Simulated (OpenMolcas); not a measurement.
A calculation on Sc II.

```json
{
 "Program": "OpenMolcas 26.06",
 "Method": "CASSCF",
 "Basis": "ANO-RCC-VQZP [7s6p4d3f2g1h]",
 "Scalar Hamiltonian": "DKH2, point nucleus",
 "Active space": "2 electrons in 11 orbitals (3d 4s 4d)",
 "State averaging": "2S+1 = 3 even, 15 roots; 2S+1 = 1 even, 20 roots kept (CI in the orbitals of an earlier block)",
 "Spin-orbit coupling": "state interaction with AMFI integrals over the reference wave functions, term energies averaged over their components"
}
```

(1) Which level of the active space comes out lowest?

(2) How high does 3d² ³P₀ lie?

(3) How high does 4s² ¹S₀ lie?

(4) How high does 3d² ³F₃ lie?

(5) The level at 1.8346 eV has J = 2. What is it made of, and what is its g factor?

Measured values: NIST Handbook of Basic Atomic Spectroscopic Data.

Results:

(1) 3d 4s ³D₁, with 100 % of that term; it is also the measured ground level.

(2) 1.8573 eV above the lowest level; measured 1.4970 eV above the ground level, so the calculation is off by +24 %.

(3) 2.4112 eV above the lowest level; measured 1.4551 eV above the ground level, so the calculation is off by +66 %.

(4) 0.7839 eV above the lowest level; measured 0.6055 eV above the ground level, so the calculation is off by +29 %.

(5) 92 % 3d² ¹D₂, 8 % 3d² ³P; g = 1.039, against 1.000 from Landé's formula for the pure leading term.

Without dynamic correlation excited terms often stand tens of per cent too high (terms of higher spin than the ground term too low), and those without a measured partner can miss by more than the paired ones. Terms from blocks run as CI alone lack orbitals of their own. Active for correlation alone: 4d; no level in the range computed is led by a configuration that fills it, so any true level of that kind is missing. Computed and measured levels are paired by configuration, term and J; levels that our copy of the source lacks, or whose pairing is in doubt (as where it misses far off the trend of its configuration), stay unpaired and out of the deviations. Levels of configurations outside the active space are missing.
